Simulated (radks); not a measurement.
In33+, configuration [Ne] 3s2 3p4.

Method: non-relativistic Kohn-Sham, LB94 model potential, spin-polarised, spherical densities, point nucleus; open shells are filled with parallel spins first (spin-orbit coupling, left out, can overturn this in heavy ions); relativity is left out, which matters for an element this heavy; computed with a radial shooting solver on a logarithmic mesh with Libxc functionals.

Energy parts (hartree):
part                    energy
kinetic             4904.06318
electron-nucleus  -10464.03214
Hartree              758.68840
(The LB94 potential has no energy functional, so no total or exchange-correlation energy is given.)

Orbitals (lengths in bohr, moments of r in powers of bohr; r(max) is where P^2 peaks):
| orbital | occ. | eigenvalue (hartree) | r(max) | <r^2> |
|---|---|---|---|---|
| 1s up | 1 | -1055.405 | 0.02056 | 0.001286 |
| 1s down | 1 | -1055.413 | 0.02056 | 0.001286 |
| 2s up | 1 | -209.4944 | 0.1133 | 0.02051 |
| 2s down | 1 | -209.4667 | 0.1134 | 0.02053 |
| 2p up | 3 | -200.7009 | 0.08867 | 0.01541 |
| 2p down | 3 | -200.5941 | 0.08873 | 0.01544 |
| 3s up | 1 | -80.44387 | 0.3058 | 0.1192 |
| 3s down | 1 | -80.12695 | 0.3055 | 0.1191 |
| 3p up | 3 | -77.20706 | 0.2893 | 0.1102 |
| 3p down | 1 | -76.93235 | 0.2887 | 0.1100 |

The highest occupied level is 3p down at -2093.4 eV. For comparison, the ionisation energy in NIST's Atomic Spectra Database is 2111 eV (semi-empirical). In exact Kohn-Sham theory the highest level is minus the ionisation energy, but local and semilocal functionals leave it too shallow, through self-interaction and a potential that decays too fast; potentials with the right tail come closer. Spin moment in Bohr magnetons: 2. Summed over all electrons, <r^2> = 0.8152 bohr^2, which gives a Langevin (diamagnetic) susceptibility term of -0.646 x 10^-6 cm^3/mol. The spin density at the nucleus is 0.100 e/bohr^3 (1s -4.419, 2s 9.482, 3s -4.963).
